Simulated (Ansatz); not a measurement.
Species: CH₅BNO, net charge 0, doublet state. It need not be the lowest isomer of its formula. 
Coordinates optimised at B3LYP-D3(BJ)/def2-TZVP (Ansatz, a program for electronic structure):
SMILES: O[B]NC
```xyz
9

C     -1.2535     0.7756     0.4226
N     -0.6649    -0.5490     0.2376
B      0.6264    -0.8133    -0.2052
O      1.5179     0.1696    -0.5273
H     -1.5513     0.9366     1.4619
H     -0.5163     1.5301     0.1571
H     -2.1310     0.9131    -0.2144
H     -1.2718    -1.3198     0.4583
H      2.3705    -0.1612    -0.8175
```
Charge 0, spin multiplicity 2.

Total electronic energies in hartree. Valence correlation only, unless marked. UHF or UKS for open shells. Spin-orbit coupling is left out. No relativistic terms. Basis-set limits of correlation are two-point, X^-3; Hartree-Fock from the larger set.

```
level                                program  energy (Eh)
----------------------------  --------------  -----------
HF/6-31G                              Ansatz   -194.72048
PBE-D4/def2-TZVPD             Ansatz + dftd4   -195.79549
B3LYP-D4/def2-TZVPD           Ansatz + dftd4   -196.05226
PBE0-D4/def2-TZVPD            Ansatz + dftd4   -195.81020
r2SCANh/def2-TZVPD                    Ansatz   -195.91734
LC-wPBE-D4/def2-TZVPD         Ansatz + dftd4   -195.91720
wB97M-V/def2-TZVPD                    Ansatz   -195.95051
wB97X-V/def2-TZVPD                    Ansatz   -195.96891
B2PLYP-D4/def2-TZVPD          Ansatz + dftd4   -195.87942
MP2/6-31G                             Ansatz   -195.07843
RI-MP2/cc-pVTZ                        Ansatz   -195.58281
SCS-MP2/6-31G                         Ansatz   -195.07607
CCSD(T)/6-31G                         Ansatz   -195.11612
CCSD(T)/cc-pVDZ                       Ansatz   -195.42954
CCSD(T)/CBS(cc-pVTZ,cc-pVQZ)          Ansatz    -195.7315
```

Totals of different functionals don't rank their quality; only differences between species are comparable.
